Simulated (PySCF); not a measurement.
## `C=CC1=C[P@+]1([BH3-])C(C)(C)C`, C₈H₁₆BP

Geometry:
```csv
atom,x (Å),y (Å),z (Å)
B1,0.334,2.706,-0.159
P2,0.233,0.855,0.449
C3,-1.211,-0.310,0.081
C4,-1.124,-1.606,0.875
C5,-1.170,-0.593,-1.419
C6,-2.473,0.468,0.447
C7,1.116,0.198,1.893
C8,1.690,-0.188,0.755
C9,2.783,-0.885,0.163
C10,3.011,-0.856,-1.147
H11,1.428,3.027,0.183
H12,0.185,2.648,-1.338
H13,-0.544,3.280,0.400
H14,-1.117,-1.405,1.945
H15,-1.984,-2.234,0.649
H16,-0.220,-2.158,0.623
H17,-0.279,-1.166,-1.675
H18,-1.154,0.341,-1.980
H19,-2.045,-1.164,-1.727
H20,-3.366,-0.101,0.193
H21,-2.498,1.415,-0.090
H22,-2.489,0.681,1.516
H23,1.236,0.168,2.955
H24,3.427,-1.437,0.838
H25,2.366,-0.294,-1.804
H26,3.843,-1.369,-1.598
```

Computed, not measured: GIAO HSE06/3-21G magnetisability, rotational g tensor and spin-rotation constants, non-relativistic, gas phase in PySCF 2.14.0. Geometry: GFN2-xTB.

(1) Give the nuclear spin-rotation constants along the inertial axes (H = +C I·J) beside the isotropic shieldings.

Results:

(1) Rotational constants 1.4863, 0.8765, 0.7792 GHz. A star marks the isotopologue with that one atom substituted, in its own axes.
| atom | isotope | Caa (kHz) | Cbb (kHz) | Ccc (kHz) | mean (kHz) | σ (ppm) |
| --- | --- | --- | --- | --- | --- | --- |
| B1 | 11B | 0.120 | 0.064 | 0.069 | 0.084 | 162.1 |
| P2 | 31P | 1.703 | 0.269 | 1.057 | 1.010 | 575.6 |
| H11 | 1H | -0.041 | -0.066 | -0.077 | -0.061 | 32.2 |
| H12 | 1H | -0.150 | -0.084 | 0.011 | -0.074 | 31.1 |
| H13 | 1H | -0.034 | -0.061 | -0.070 | -0.055 | 31.2 |
| H14 | 1H | -0.184 | -0.096 | -0.002 | -0.094 | 32.4 |
| H15 | 1H | -0.079 | -0.045 | -0.096 | -0.073 | 31.9 |
| H16 | 1H | -0.013 | -0.089 | -0.096 | -0.066 | 32.3 |
| H17 | 1H | -0.018 | -0.086 | -0.092 | -0.065 | 32.0 |
| H18 | 1H | -0.174 | -0.036 | -0.042 | -0.084 | 31.1 |
| H19 | 1H | -0.075 | -0.053 | -0.089 | -0.072 | 31.9 |
| H20 | 1H | -0.062 | -0.055 | -0.096 | -0.071 | 31.9 |
| H21 | 1H | -0.160 | -0.036 | -0.050 | -0.082 | 31.2 |
| H22 | 1H | -0.169 | -0.098 | 0.000 | -0.089 | 31.9 |
| H23 | 1H | -0.165 | -0.106 | 0.083 | -0.063 | 25.3 |
| H24 | 1H | -0.029 | -0.084 | -0.012 | -0.042 | 26.1 |
| H25 | 1H | -0.044 | -0.090 | -0.006 | -0.047 | 26.7 |
| H26 | 1H | 0.050 | -0.076 | -0.070 | -0.032 | 26.8 |
| C3 | 13C* | 0.201 | 0.106 | 0.112 | 0.140 | 172.4 |
| C4 | 13C* | 0.198 | 0.105 | 0.088 | 0.131 | 179.9 |
| C7 | 13C* | 0.373 | 0.102 | 0.292 | 0.256 | 97.1 |
| C8 | 13C* | 0.550 | 0.124 | 0.221 | 0.299 | 85.4 |
| C9 | 13C* | 0.498 | 0.131 | 0.205 | 0.278 | 95.6 |
| C10 | 13C* | 0.501 | 0.141 | 0.223 | 0.288 | 87.2 |

For the geometry as given, no vibrational averaging.
